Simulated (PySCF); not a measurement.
## Orbital energies and ionisation energy

C6H14Ge.
Geometry (PBE0-D3(BJ)/def2-SVP, Å), atoms numbered from 1 in this order:
```xyz
21
C6H14Ge angstrom
C      2.8271    0.3328    0.3100
C      1.6745   -0.4740    0.8949
Ge    -0.0681    0.4150    0.7493
C     -1.5939   -0.7417    1.2302
C     -2.1562   -1.1561   -0.1354
C     -2.0939    0.0331   -1.1003
C     -0.6730    0.6119   -1.1216
H      2.9435    1.3020    0.8210
H      2.6709    0.5484   -0.7594
H      3.7885   -0.1995    0.3978
H      1.8549   -0.6990    1.9592
H      1.5813   -1.4484    0.3856
H     -0.0372    1.7520    1.5272
H     -1.3096   -1.6022    1.8539
H     -2.3343   -0.1554    1.7983
H     -1.5473   -1.9810   -0.5486
H     -3.1857   -1.5443   -0.0553
H     -2.7987    0.8083   -0.7494
H     -2.4340   -0.2589   -2.1082
H     -0.0128    0.0107   -1.7700
H     -0.6409    1.6461   -1.4929
```

Level: CAM-B3LYP/def2-SVPD (PySCF). Frontier orbitals with their largest atomic shares (Löwdin; up to four atoms above 4 %):

```
orbital  ε (eV)                            main atoms
 HOMO−3  -10.44  C6 21 %, C5 20 %, H18 13 %, H16 12 %
 HOMO−2   -9.70    Ge3 28 %, H13 26 %, C2 9 %, C4 8 %
 HOMO−1   -9.05    C2 28 %, Ge3 19 %, C7 10 %, C1 9 %
   HOMO   -8.90                                     ?
   LUMO    1.29      Ge3 22 %, C1 7 %, C5 6 %, C2 5 %
 LUMO+1    1.52     C1 18 %, Ge3 9 %, H10 7 %, H9 6 %
 LUMO+2    1.71   Ge3 19 %, C7 10 %, H11 9 %, H13 8 %
```

**Question.** What vertical ionisation energy does ΔSCF give, and how far is −ε(HOMO) from it?

**Answer.** ΔSCF: 9.56 eV (922 kJ/mol; threshold wavelength 130 nm); ⟨S²⟩ of the doublet left behind is 0.758, against 0.75 for a pure doublet. −ε(HOMO) is 8.90 eV, 0.66 eV below it. In exact Kohn–Sham theory the two would be equal; CAM-B3LYP (range-separated hybrid) falls short of its own ΔSCF value by 7 %.

**Question.** On which atoms does the HOMO lie?

**Answer.** C4 (sp3 carbon bound to germanium) 26 %, C7 (sp3 carbon bound to germanium) 23 %, Ge3 (germanium bonded to 3 C and H) 21 %, C5 (ring CH2 carbon) 5 %, so no atom holds as much as 40 %. The HOMO−1 lies 0.15 eV lower.

**Question.** Shift the occupied levels rigidly so that −ε(HOMO) equals the ΔSCF value. What binding energies result?

**Answer.** The shift is +0.66 eV: HOMO 9.56, HOMO−1 9.71, HOMO−2 10.36, HOMO−3 11.10 eV. A rigid shift is only a rough guide to the deeper ionisations.

**Question.** What total energies stand behind the ΔSCF value?

**Answer.** E(N) = -2313.62818 Eh and E(N − 1) = -2313.27701 Eh at the same geometry, 0.35117 Eh apart.

Isolated species at its PBE0-D3(BJ)/def2-SVP geometry (one conformer only). The calculation is non-relativistic, for germanium too.
